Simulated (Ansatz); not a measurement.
Ansatz (an electronic-structure program) input (B3LYP-D3(BJ)/def2-TZVP):

Ansatz 0.2 input:
```yaml
crystal:
  periodic: [false, false, false]
  atoms:
    - {symbol: C, position_ang: [-1.02295599, 0.16202151, -0.18222466]}
    - {symbol: S, position_ang: [0.50216921, -0.03524627, 0.06037744]}
    - {symbol: H, position_ang: [-1.89697145, -0.40818871, 0.12730887]}
basis:
  gaussian:
    orbitals: def2-TZVP
hamiltonian:
  xc: b3lyp
  dispersion: d3bj
magnetization: {spin_polarized: true, initial_magnetization: 1}
phonons: {temperatures: {t_min: 298.15, t_max: 298.15, t_step: 100}}
```

Output:

```
Functional definition: B3LYP
integrals: 0.01 GiB planned
495 factors; their error is unknown
mean field: 0.19 GiB planned
mean field evaluation 1: about -11881.7092 eV, gradient 3.4e1 eV
mean field evaluation 2: about -11866.2163 eV, gradient 5.8e1 eV
mean field evaluation 4: about -11887.3585 eV, gradient 2.6e0 eV
mean field evaluation 8: about -11887.4070 eV, gradient 1.5e-1 eV
mean field evaluation 16: about -11887.4072 eV, gradient 1.2e-4 eV
mean field -11887.40720580 eV, -436.8541572393 hartree, gradient 1.9e-5 eV, S^2 0.756042; 1 other end points of the search recorded, 0 dependent functions left out
the calculation of the forces begins
reference -11887.40738629 eV, -436.8541638721 hartree; 12, 11 occupied and 62, 63 virtual orbitals, 495 factors
these checks for a lower state are left out or cut short: stability, starts, cluster_reference, orbital_swaps, neighbouring_geometries, increment
integrals: 0.01 GiB planned
495 factors; their error is unknown
mean field: 0.19 GiB planned
mean field -11887.40715624 eV, -436.8541554179 hartree, gradient 1.4e-6 eV, S^2 0.756043; 0 other end points of the search recorded, 0 dependent functions left out
the calculation of the forces begins
reference -11887.40733679 eV, -436.8541620528 hartree; 12, 11 occupied and 62, 63 virtual orbitals, 495 factors
these checks for a lower state are left out or cut short: stability, starts, cluster_reference, orbital_swaps, neighbouring_geometries, increment
integrals: 0.01 GiB planned
495 factors; their error is unknown
mean field: 0.19 GiB planned
mean field evaluation 32: about -11887.3907 eV, gradient 1.9e-1 eV
mean field -11887.40715716 eV, -436.8541554517 hartree, gradient 1.4e-6 eV, S^2 0.756041; 0 other end points of the search recorded, 0 dependent functions left out
the calculation of the forces begins
reference -11887.40733759 eV, -436.8541620824 hartree; 12, 11 occupied and 62, 63 virtual orbitals, 495 factors
these checks for a lower state are left out or cut short: stability, starts, cluster_reference, orbital_swaps, neighbouring_geometries, increment
integrals: 0.01 GiB planned
495 factors; their error is unknown
mean field: 0.19 GiB planned
mean field -11887.40709727 eV, -436.8541532507 hartree, gradient 1.7e-6 eV, S^2 0.756020; 0 other end points of the search recorded, 0 dependent functions left out
the calculation of the forces begins
reference -11887.40727779 eV, -436.8541598848 hartree; 12, 11 occupied and 62, 63 virtual orbitals, 495 factors
these checks for a lower state are left out or cut short: stability, starts, cluster_reference, orbital_swaps, neighbouring_geometries, increment
integrals: 0.01 GiB planned
495 factors; their error is unknown
mean field: 0.19 GiB planned
mean field -11887.40709846 eV, -436.8541532945 hartree, gradient 1.8e-6 eV, S^2 0.756065; 0 other end points of the search recorded, 0 dependent functions left out
the calculation of the forces begins
reference -11887.40727891 eV, -436.8541599259 hartree; 12, 11 occupied and 62, 63 virtual orbitals, 495 factors
these checks for a lower state are left out or cut short: stability, starts, cluster_reference, orbital_swaps, neighbouring_geometries, increment
integrals: 0.01 GiB planned
495 factors; their error is unknown
mean field: 0.19 GiB planned
mean field -11887.40719976 eV, -436.8541570171 hartree, gradient 1.4e-6 eV, S^2 0.756038; 0 other end points of the search recorded, 0 dependent functions left out
the calculation of the forces begins
reference -11887.40738024 eV, -436.8541636497 hartree; 12, 11 occupied and 62, 63 virtual orbitals, 495 factors
these checks for a lower state are left out or cut short: stability, starts, cluster_reference, orbital_swaps, neighbouring_geometries, increment
integrals: 0.01 GiB planned
495 factors; their error is unknown
mean field: 0.19 GiB planned
mean field evaluation 64: about -11887.3907 eV, gradient 1.8e-1 eV
mean field -11887.40719700 eV, -436.8541569158 hartree, gradient 1.4e-6 eV, S^2 0.756047; 0 other end points of the search recorded, 0 dependent functions left out
the calculation of the forces begins
reference -11887.40737749 eV, -436.8541635488 hartree; 12, 11 occupied and 62, 63 virtual orbitals, 495 factors
these checks for a lower state are left out or cut short: stability, starts, cluster_reference, orbital_swaps, neighbouring_geometries, increment
integrals: 0.01 GiB planned
495 factors; their error is unknown
mean field: 0.19 GiB planned
mean field -11887.40713680 eV, -436.8541547033 hartree, gradient 2.6e-6 eV, S^2 0.756065; 0 other end points of the search recorded, 0 dependent functions left out
the calculation of the forces begins
reference -11887.40731730 eV, -436.8541613367 hartree; 12, 11 occupied and 62, 63 virtual orbitals, 495 factors
these checks for a lower state are left out or cut short: stability, starts, cluster_reference, orbital_swaps, neighbouring_geometries, increment
integrals: 0.01 GiB planned
495 factors; their error is unknown
mean field: 0.19 GiB planned
mean field -11887.40712333 eV, -436.8541542085 hartree, gradient 1.5e-6 eV, S^2 0.756020; 0 other end points of the search recorded, 0 dependent functions left out
the calculation of the forces begins
reference -11887.40730380 eV, -436.8541608407 hartree; 12, 11 occupied and 62, 63 virtual orbitals, 495 factors
these checks for a lower state are left out or cut short: stability, starts, cluster_reference, orbital_swaps, neighbouring_geometries, increment
integrals: 0.01 GiB planned
495 factors; their error is unknown
mean field: 0.19 GiB planned
mean field -11887.40716669 eV, -436.8541558018 hartree, gradient 1.8e-6 eV, S^2 0.756045; 0 other end points of the search recorded, 0 dependent functions left out
the calculation of the forces begins
reference -11887.40734712 eV, -436.8541624327 hartree; 12, 11 occupied and 62, 63 virtual orbitals, 495 factors
these checks for a lower state are left out or cut short: stability, starts, cluster_reference, orbital_swaps, neighbouring_geometries, increment
integrals: 0.01 GiB planned
495 factors; their error is unknown
mean field: 0.19 GiB planned
mean field evaluation 96: about -11887.4072 eV, gradient 5.7e-2 eV
mean field -11887.40716853 eV, -436.8541558694 hartree, gradient 2.1e-6 eV, S^2 0.756039; 0 other end points of the search recorded, 0 dependent functions left out
the calculation of the forces begins
reference -11887.40734907 eV, -436.8541625042 hartree; 12, 11 occupied and 62, 63 virtual orbitals, 495 factors
these checks for a lower state are left out or cut short: stability, starts, cluster_reference, orbital_swaps, neighbouring_geometries, increment
integrals: 0.01 GiB planned
495 factors; their error is unknown
mean field: 0.19 GiB planned
mean field -11887.40716388 eV, -436.8541556986 hartree, gradient 6.1e-7 eV, S^2 0.756042; 0 other end points of the search recorded, 0 dependent functions left out
the calculation of the forces begins
reference -11887.40734432 eV, -436.8541623296 hartree; 12, 11 occupied and 62, 63 virtual orbitals, 495 factors
these checks for a lower state are left out or cut short: stability, starts, cluster_reference, orbital_swaps, neighbouring_geometries, increment
integrals: 0.01 GiB planned
495 factors; their error is unknown
mean field: 0.19 GiB planned
mean field -11887.40717615 eV, -436.8541561496 hartree, gradient 5.9e-7 eV, S^2 0.756042; 0 other end points of the search recorded, 0 dependent functions left out
the calculation of the forces begins
reference -11887.40735669 eV, -436.8541627843 hartree; 12, 11 occupied and 62, 63 virtual orbitals, 495 factors
Total energy: -11887.47466245 eV, -436.8566362255 hartree
Atom 0 at    -1.022956     0.162022    -0.182225 Å, force     0.000630     0.000014     0.000038 eV/Å
Atom 1 at     0.502169    -0.035246     0.060377 Å, force    -0.000694     0.000036    -0.000075 eV/Å
Atom 2 at    -1.896971    -0.408189     0.127309 Å, force     0.000063    -0.000050     0.000038 eV/Å
Dipole moment:    -0.107069    -0.158619     0.096195 e Å
Vibrations: 822.97 1209.81 3112.68 cm⁻¹, zero-point energy 0.318978 eV
```

It need not be the lowest isomer of its formula.
